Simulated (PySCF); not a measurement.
Numbering as in the mapped SMILES `[CH3:1]/[N:2]=[CH:3]/[C@@H:4]([F:5])[C:6]#[N:7]`; H(Xn) means a hydrogen on atom n.

- shielding tensors at PBE0/pcSseg-1 (GIAO)
- GFN2-xTB geometry
- run in PySCF 2.14
- isolated molecule, non-relativistic, fast rotation and ring inversion assumed for equivalent nuclei, single conformer

Shifts are taken against calculated references (same method and geometry level): 13C (σref 186.93) and 1H (σref 31.72) against TMS; NH3 for 15N (σref 267.73); CFCl3 for 19F (σref 170.95).

```tsv
atoms	nucleus	count	δ (ppm)
N2	15N	1	399.6
F5	19F	1	-227.0
H(C4)	1H	1	?
C1	13C	1	50.6
H(C1)	1H	3	?
C6	13C	1	?
N7	15N	1	318.8
H(C3)	1H	1	7.89
C4	13C	1	82.9
C3	13C	1	161.7
```

Question: Estimate the values marked ?.

Answer: 
- C6: 119.0 ppm, nitrile carbon; this is the usual window of a C≡N carbon, which has no attached hydrogen
- H(C4): 5.52 ppm, hydrogen on an sp3 CH bonded to F, α to a nitrile; its carbon carries F, which withdraws density
- H(C1): 3.83 ppm, hydrogen on a methyl carbon bonded to N; its carbon carries N, an electronegative neighbour

Shifts are as computed. Against solution values, carbons near 30 ppm lie about +3 ppm off and those near 130 ppm about +5 ppm (rms about the fit 2.1 ppm; single classes can miss by 10 ppm). Of 1328 compounds with measured shifts, 309 miss one by over three times the rms of a fit or turn the order of signals round; such compounds aren't used in these exercises. Signals without a measured value on file couldn't be tested in this way; 1H shifts scatter by 0.2 ppm about their fit, and single ones miss by 0.5 ppm. Unscaled 19F shifts against computed CFCl3 carry errors that often reach 10 to 50 ppm. Experimental scales use liquid or dissolved standards, which lie at an offset from isolated NH3 (liquid NH3: subtract about 20 ppm). Unscaled 15N shifts of sp2 nitrogen often come out too high even then, by a few to some tens of ppm.
